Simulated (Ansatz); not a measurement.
`CC(F)[SiH2][SiH3]` → 2 C• + F• + 9 H• + 2 Si•  (atomization)

Calculated with Ansatz (gas phase, PBE0-D4/def2-TZVP geometries, no zero-point term in ΔE). CBS: MP2 limit from def2 TZ/QZ plus the TZ coupled-cluster correction, frozen cores. This one scheme is used for every species, atoms too. DFT in def2-TZVPP. B3LYP here is the variant with VWN-RPA as its local correlation; programs differ in this. Open shells (•) are unrestricted, without spin–orbit coupling. Spin–orbit coupling would lower the free atoms: a little for C, F, Si. Each species was taken in one conformer, which may not be the lowest.

```csv
level,ΔE (kJ/mol),difference from CCSD(T)/CBS
PBE-D4,4785.8,28.1
r2SCAN-D4,4760.9,3.2
PBE0-D4,4740.2,-17.5
B3LYP-D4,4754.7,-3.0
ωB97X-V,4784.6,26.9
ωB97M-V,4761.5,3.8
B2PLYP,4694.1,-63.6
PBE,4757.2,-0.5
r2SCAN,4753.6,-4.1
PBE0,4715.9,-41.8
B3LYP,4708.8,-48.9
HF/def2-TZVPP,3581.9,-1175.8
MP2/def2-TZVPP,4655.2,-102.5
SCS-MP2/def2-TZVPP,4670.6,-87.1
CCSD/def2-TZVPP,4593.7,-164.0
CCSD(T)/def2-TZVPP,4644.9,-112.8
HF/def2-QZVPP,3587.6,-1170.1
MP2/def2-QZVPP,4721.9,-35.8
SCS-MP2/def2-QZVPP,4745.4,-12.3
HF/CBS(def2),3588.6,-1169.1
MP2/CBS(def2),4768.1,10.4
CCSD/CBS(def2),4706.5,-51.2
CCSD(T)/CBS,4757.7,0
```

Largest T1 diagnostic among the species: 0.012.

The D4 term adds +45.8 kJ/mol with B3LYP and +24.3 kJ/mol with PBE0; it sums over pairs of atoms, weighted by their polarisabilities, and B3LYP, whose exchange is more repulsive, gets the larger term. From PBE to PBE0 (25 % exact exchange), in def2-TZVPP and without D4, ΔE moves by −41.3 kJ/mol: exact exchange takes away binding that semilocal exchange gives to molecules.

For atomizations the MP2-based limit and the directly extrapolated one differ by several kJ/mol either way, and by 10 to 25 for some Ge, Se and Sn compounds, so smaller differences from it don't rank the levels.
